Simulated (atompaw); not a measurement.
**Before and after: PAW (atompaw) potential for palladium (Pd)**

atompaw 4.2.0.5 input, output lines left out:

```
Pd 46
GGA-PBE scalarrelativistic loggrid 1500 logderivrange -9 5 351
5 5 4 0 0 0
5 0 0
5 1 0
4 2 9
0 0 0
c
c
c
v
v
c
c
v
v
c
v
2
2.10 1.55 1.80 1.25
n
n
y
2.8
n
custom polynom vanderbiltortho besselshape
3 0.5 troulliermartins
1.75
2.10
1.70
2.10
2.10
2.10
```

Change: augmentation besselshape compensation charge, radius 1.55 bohr; PAW radius 2.10 bohr; waves and projectors: custom rrkj gramschmidtortho.

Cutoffs: the cutoffs (Ry, on a coarse ladder) from which the occupation-weighted sum of valence levels, in a spherical-Bessel basis at the reference potential, stays within 10 and 1 mRy of its value at 400 Ry; they do not see the model core or the augmentation charge, which bear on the density cutoff.

What does the change do?

The potential gets softer (40 Ry and 60 Ry → 35 Ry and 55 Ry); the range in which the s phases agree narrows (upper end 4.2 → 1.8); the range in which the p phases agree narrows (upper end 3.8 → 0.8); neither file shows a bound ghost.

```csv
quantity,base,changed
"cutoff, loose",40 Ry,35 Ry
"cutoff, tight",60 Ry,55 Ry
loose cutoff by channel (10 mRy a level),"s 18 Ry, p 25 Ry, d 18 Ry","s 18 Ry, p 25 Ry, d 21 Ry"
bound ghosts,none,none
s: phases at 2.12 bohr within 0.05 rad from the reference energy up to (Ry; the scan ends near 5),4.2,1.8
p: phases at 2.12 bohr within 0.05 rad from the reference energy up to (Ry; the scan ends near 5),3.8,0.8
d: phases at 2.12 bohr within 0.05 rad from the reference energy up to (Ry; the scan ends near 5),to the end of the scan,to the end of the scan
lowest overlap eigenvalue by channel,"s 0.53, p 0.62, d 0.87","s 0.41, p 0.55, d 0.79"
```

 The cutoffs see the waves, projectors and local potential, not the compensation charge or the core.
